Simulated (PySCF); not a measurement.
A TDDFT job was run through a driver script with this input:

```
{"job": {"kind": "uv", "xc": "B3LYP", "basis": "def2-SVPD", "nstates": 8, "ntriplets": 3}, "charge": 0, "multiplicity": 1}
F      2.307186     2.376790     0.446093
Ga     1.668104     0.839763    -0.158962
Cl     3.028704    -0.289668    -1.283393
C     -0.259954     0.467539     0.350798
C     -0.677988    -0.951460     0.619928
C     -1.138571    -0.269709    -0.621658
H     -0.709649     1.253469     0.949119
H      0.059361    -1.738307     0.515371
H     -1.388239    -1.124573     1.415751
H     -2.172159     0.036679    -0.697287
H     -0.711371    -0.597853    -1.561724
```

Output (SCF cycles cut):

```
converged SCF energy = -2601.8273737717

Static polarisability (au): isotropic 74.331, principal 60.746 71.434 90.814

Singlet excitations
state   eV       nm        f      main configurations
  1   5.9342    208.9   0.00607   H->L+1 0.98
  2   6.0700    204.3   0.13654   H->L 0.91
  3   6.4550    192.1   0.00004   H-1->L 0.98
  4   6.6844    185.5   0.01154   H-2->L 0.94
  5   6.7791    182.9   0.00005   H-2->L+1 0.96
  6   6.8067    182.2   0.11813   H-1->L+1 0.83, H-4->L 0.09
  7   6.8904    179.9   0.02351   H-3->L 0.98
  8   7.1605    173.2   0.07582   H-4->L 0.51, H-3->L+1 0.36

Triplet excitations (Tamm-Dancoff, eV): 5.2630 5.5501 6.1865
```

Theory: TDDFT B3LYP/def2-SVPD, vertical, gas phase, core orbitals frozen in the response in PySCF 2.14.0, density-fitted response routines. Isolated species at its GFN2-xTB geometry (one conformer only). Relativistic effects, spin–orbit coupling among them, are left out although an element past zinc is present.

Q: What share of the summed oscillator strength falls to the strongest level in this window?

A: State 2 at 204 nm: 0.1365 of 0.3717, or 37%.

Q: Give the energy of state 6 in hartree, cm⁻¹ and kJ/mol.

A: 0.25014 hartree, 54900 cm⁻¹, 656.7 kJ/mol.

Q: What is the total energy of state 6 at this geometry?

A: -2601.82737 + 0.25014 = -2601.57723 hartree.

Q: What is the gap between the lowest singlet and the lowest triplet?

A: 5.9342 − 5.2630 = 0.6712 eV (full response against Tamm–Dancoff).

Q: What is the polarisability anisotropy, √(½[(α1 − α2)² + (α2 − α3)² + (α3 − α1)²])?

A: 26.40 au.

Q: Write the structure that the coordinates describe.

A: `[F][Ga]([Cl])[CH]1CC1` (C3H5ClFGa), point group Cs.

H and L stand for HOMO and LUMO.

On one thread of an Arm Neoverse V1, no GPU, on a shared host, this took 34 s wall and 0.83 GiB of memory at its peak.

The values belong to the conformer `[F:1][Ga:2]([Cl:3])[CH:4]1[CH2:5][CH2:6]1`: F1–Ga2–C4–C5 -146°.
